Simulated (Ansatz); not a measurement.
Ru₂Pt₂, relaxed as a singlet with RKS r2SCAN-D4/def2-SVP in Ansatz, starting from the GFN2-xTB geometry. Force threshold 0.02 eV/Å.

In the def2 sets Pt, Ru take a core potential; there is no spin–orbit coupling. The structure comes from a short search, and lower isomers may exist.

Start:

Cartesian coordinates in Å:
```
Pt 0.9440 -0.3423 -0.7413
Pt -1.0254 0.2876 0.7106
Ru 0.5939 -1.6163 1.4805
Ru -0.5125 1.6710 -1.4499
```

**Question.** Estimate the energy that the relaxation releases and the steps that it takes.

**Answer.** 76.7 kcal/mol, in 17 steps; 3.7 min on 2 threads of Arm Neoverse V1 on a shared host. No frequencies were taken in this run, so the end may be a saddle point.

**Question.** Does the start keep its bonding and symmetry?

**Answer.** Bonds lost: Pt1–Pt2 (atoms count from 1). Bonds formed: Ru3–Ru4 (atoms count from 1). The end is the same structure that another start reached, the lowest one found. Point group C2v at the start, C2v at the end, both within 0.05 Å.

**Question.** Predict the relaxed structure.

**Answer.** 
Cartesian coordinates in Å:
```
Pt 1.139 -0.828 -1.361
Pt -1.770 0.138 0.825
Ru 0.591 -0.472 0.995
Ru 0.040 1.162 -0.460
```
Bond lengths (bridged metal pairs left out): 4 × Pt–Ru 2.44 to 2.45 Å; 1 × Ru–Ru 2.26 Å.
